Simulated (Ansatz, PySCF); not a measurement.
GeH7NOSi, SMILES N[SiH2][O][GeH3].

Geometry: PBE0-D3(BJ)/def2-SVP. The structure was generated by enumeration, and PubChem lists no compound with its InChIKey, so it may never have been made. The values are those of a single conformer.

Vertical ionisation energy (IE) and electron affinity (EA) in eV. Rows of orbital energies are one-electron estimates. Where ΔSCF, EOM or ADC give a negative EA the extra electron is unbound and the value depends on the basis.

```json
[
 {"level": "−ε(HOMO), −ε(LUMO), PBE0/def2-TZVP (PySCF)", "IE": "7.73", "EA": "-0.26"},
 {"level": "−ε(HOMO), −ε(LUMO), PBE/def2-TZVP (PySCF)", "IE": "…", "EA": "…"},
 {"level": "ΔSCF, PBE0/def2-SVPD (Ansatz), final states of multiplicity 2 and 2", "IE": "9.91", "EA": "-1.30"},
 {"level": "ΔSCF, PBE/def2-SVPD (Ansatz), final states of multiplicity 2 and 2", "IE": "9.41", "EA": "-1.07"}
]
```

Problem. Some entries are withheld; supply them. (The exact figures need the calculation; the answer reports its results.)

Solution. 
- −ε(HOMO), −ε(LUMO), PBE/def2-TZVP (PySCF), IE: 6.29
- −ε(HOMO), −ε(LUMO), PBE/def2-TZVP (PySCF), EA: 0.61

Problem. What vertical singlet–triplet gap does ΔSCF give with PBE0/def2-SVPD (Ansatz, a quantum-chemistry and plane-wave program) and with PBE/def2-SVPD (Ansatz)? (An estimate is asked for; the answer gives what the named calculation found.)

Solution. 6.40 and 5.94 eV (triplet above singlet where positive).
